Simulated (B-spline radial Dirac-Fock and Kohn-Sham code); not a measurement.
Z = 41 (niobium), transition energy 1120 keV. Level of theory: a Dirac-Hartree-Slater potential of the neutral atom with a Latter tail (no hole, which puts coefficients of high multipoles low close above an edge), finite nucleus with surface currents; a radial atomic solver. Subshells that would emit electrons below 1 keV are left out, and so is internal pair formation.

Question: A pure transition shows α(K) = 0.000985, L1/L2 = 17.8 and L1/L3 = 35.1. What is its multipolarity?
A. M2
B. M1
C. E2
D. E4
E. M3
F. E1
G. M4
H. E3

Answer: H. For comparison, α(K), L1/L2, L1/L3 are E1 0.000222, 86.3, 44.7; E2 0.000495, 37.0, 42.3; E4 0.00188, 10.2, 27.0; M1 0.000512, 60.4, 112; M2 0.00116, 37.6, 124; M3 0.00233, 25.7, 74.1; M4 0.00446, 18.7, 38.9.

Values without a named source are computed, but for edge energies of neutral atoms, which are taken from tables.
